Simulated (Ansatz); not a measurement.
K₄Na₄. The state is a singlet with charge 0. Geometry relaxed at B3LYP/def2-SVP.

Cartesian coordinates in Å:
```
Na 3.2214 0.5995 0.8958
Na 2.0025 -2.7290 -0.3166
Na 0.2471 -0.8908 2.1720
Na -2.1629 1.5213 -1.9550
K -1.7258 -2.3903 -1.0891
K -3.2968 0.4374 2.0568
K 1.4615 0.4563 -2.6732
K 0.2529 2.9955 0.9092
```

The restricted singlet is unstable towards broken spin symmetry in Hartree–Fock (as tested in another run); at B3LYP/def2-SVP this wasn't settled. The structure comes from a short search, and lower isomers may exist.

Question: Estimate the harmonic wavenumbers at RKS B3LYP/def2-SVP (Ansatz, unscaled). Is this a minimum?

Answer: 33, 37, 37, 42, 43, 46, 50, 51, 57, 66, 70, 78, 81, 85, 92, 97, 99, 114 cm⁻¹. Yes, no mode is imaginary beyond noise. Zero-point energy 7.0 kJ/mol. Hardware: 4 threads of Arm Neoverse N1 on a shared host. Wall time 6.3 min, peak host memory 0.66 GiB.
